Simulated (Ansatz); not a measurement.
The first iterations of a band of BFH5NSi (9 atoms, charge 0, multiplicity 1).

The calculation used Ansatz 0.2.0, RKS PBE-D4/6-31G*.

* movable images: 5
* climbing image: yes
* spring: 2.0 to 10.0 eV/Å², energy-weighted
* optimiser: quadratic models (default)
* start path: through a guess of the saddle point
* force threshold: 0.05 eV/Å
* iteration limit: 60
* end points: relaxed

Initial state:

```xyz
9
Properties=species:S:1:pos:R:3
N -0.394 1.560 0.166
B 0.033 0.368 0.758
Si 0.271 -1.247 -0.434
F -0.537 -2.562 0.112
H -0.502 2.436 0.678
H -0.636 1.646 -0.822
H 0.273 0.382 1.940
H -0.230 -0.946 -1.831
H 1.723 -1.637 -0.568
```

Final state:

```xyz
9
Properties=species:S:1:pos:R:3
N -0.740 1.301 0.502
B 0.477 0.627 0.380
Si 0.393 -1.181 -0.502
F -1.188 -1.439 -0.889
H -0.846 2.223 0.926
H -1.619 0.903 0.167
H 1.478 1.155 0.798
H 1.203 -1.278 -1.770
H 0.842 -2.312 0.389
```

| iteration | highest image above the first end (eV) | largest band force component (eV/Å) |
| --- | --- | --- |
| 1 | 1.041 | 3.971 |
| 2 | 0.250 | 1.785 |

Q: Does the band converge within its limit, and where does its top end?

A: It converged. It ended after 8 iterations with the highest image 0.040 eV above the first end. Another band between the same ends (5 images) ends at a top of the same energy, where a vibrational analysis finds 1 clearly imaginary mode.

The run took 2.7 min on 1 thread of Intel(R) Xeon(R) Processor @ 2.50GHz (Skylake/Cascade Lake) (shared host), peak memory 0.14 GiB.
